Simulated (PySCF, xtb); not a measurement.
BeClH3OSi, SMILES [SiH3][O][Be][Cl]. One conformer was computed; it need not be the lowest.

Harmonic wavenumbers (cm⁻¹) from GFN2-xTB (xtb 6.7.1) at its own minimum, in rising order: 100, 103, 280, 283, 365, 607, 613, 764, 766, 805, 883, 1343, 2253, 2255, 2269.

### Question
What does PBE0-D3(BJ)/def2-SVP in PySCF give at its own minimum? (The exact figures need the calculation; the answer reports its results.)

### Answer
58, 58, 324, 324, 378, 736, 736, 916, 952, 952, 992, 1510, 2241, 2241, 2243. Paired by order, the mean absolute difference is 83 cm⁻¹ and the zero-point energies are 19.6 and 21.0 kcal/mol.
